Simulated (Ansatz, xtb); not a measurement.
Molecule: GeCl (charge +1, singlet). SMILES of the parent species: [Cl][Ge]
Coordinates optimised at B3LYP-D3(BJ)/def2-TZVP (Ansatz, a quantum-chemistry and plane-wave program):
```xyz
2

Cl     0.0000     0.0000    -1.3563
Ge     0.0000     0.0000     0.7205
```
Charge +1, spin multiplicity 1.

Harmonic wavenumbers from GFN2-xTB (xtb, at its own minimum), cm⁻¹: 472.

**Question.** Give the harmonic wavenumbers at B3LYP-D3(BJ)/def2-TZVP (Ansatz, finite differences of forces, unscaled).

**Answer.** 494 cm⁻¹. Zero-point energy 0.7 kcal/mol.

**Question.** From these and the geometry, give the ideal-gas thermochemistry at 298.15 K and 1 atm (rigid rotor, harmonic oscillator).

**Answer.** Point group C∞v, rotational symmetry number 1. Rotational constants 4.918, 4.918 GHz. S(trans) 39.95, S(rot) 16.18, S(vib) 0.67, S(elec, spin only) 0.00, S 56.8 cal/(mol K). H(298) - H(0) 2.22 kcal/mol; G - E(el) -14.0 kcal/mol.
